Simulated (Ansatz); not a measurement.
System: sum formula SOF (charge 0, doublet). It need not be the lowest isomer of its formula. 
Structure (B3LYP-D3(BJ)/def2-TZVP (Ansatz, a quantum-chemistry and plane-wave program) minimum search):
SMILES: O=[S]F
```xyz
3

O     -1.2135    -0.4937     0.0699
S     -0.1129     0.4581    -0.0167
F      1.2793    -0.3756    -0.0325
```
Charge 0, spin multiplicity 2.

Problem. Give the harmonic wavenumbers at B3LYP-D3(BJ)/def2-TZVP (Ansatz, finite differences of forces, unscaled).

Solution. 392, 743, 1221 cm⁻¹. Zero-point energy 3.4 kcal/mol.

Problem. From these and the geometry, give the ideal-gas thermochemistry at 298.15 K and 1 atm (rigid rotor, harmonic oscillator).

Solution. Point group Cs, rotational symmetry number 1. Rotational constants 38, 9.164, 7.384 GHz. S(trans) 38.53, S(rot) 22.35, S(vib) 1.29, S(elec, spin only) 1.38, S 63.5 cal/(mol K). H(298) - H(0) 2.64 kcal/mol; G - E(el) -12.9 kcal/mol.
